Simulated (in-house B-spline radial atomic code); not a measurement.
A fraction x of an electron is removed from 3p in S+, starting from [Ne] 3s2 3p3 and keeping the highest spin. Level of theory: non-relativistic TPSS, spin-polarised, spherical fractional occupations, point nucleus; calculated with a B-spline radial code for spherical atoms.

```
   x  E(x) - E(0) (eV)  3p up level (eV)
   0            0.0000           -18.115
0.19            3.6331           -20.135
0.36            7.2120           -21.975
 0.4            8.0997           -22.413
 0.5           10.3960           -23.514
0.57           12.0691           -24.290
0.75           16.6226           -26.309
0.77           17.1510           -26.535
0.91           20.9773           -28.129
   1           23.5554           -29.163
```

The exact functional would give a straight line between the two integer points. Deviations E(x) - E(0) - x[E(1) - E(0)], in eV: -0.842 at x = 0.19, -1.268 at x = 0.36, -1.322 at x = 0.4, -1.382 at x = 0.5, -1.357 at x = 0.57, -1.044 at x = 0.75, -0.987 at x = 0.77, -0.458 at x = 0.91.

The curve lies below the straight line by up to 1.382 eV (at x = 0.5): convex, the delocalisation error that favours fractional charges.

Question: How well does Slater's transition state (minus the level at half occupation) give the ionisation energy?

Answer: It gives 23.514 eV against 23.555 eV from the two total energies; NIST lists 23.34 eV, ground level to ground level.
